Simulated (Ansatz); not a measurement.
Ansatz (a program for electronic structure) input:

Ansatz 0.2 input:
```yaml
crystal:
  periodic: [false, false, false]
  atoms:
    - {symbol: Zn, position_ang: [-0.00000000, -0.00000000, -0.39802834]}
    - {symbol: F, position_ang: [0.00000000, 0.00000000, 1.32676115]}
basis:
  gaussian:
    orbitals: def2-TZVPD
hamiltonian:
  xc: {name: B2GP-PLYP}
total_charge: 1
magnetization: {spin_polarized: false}
correlation: {electrons: outside_noble_gas}
```

### Question
Predict the final energy.

### Answer
-1878.44833 Eh (B2GP-PLYP/def2-TZVPD). The basis has 91 functions.
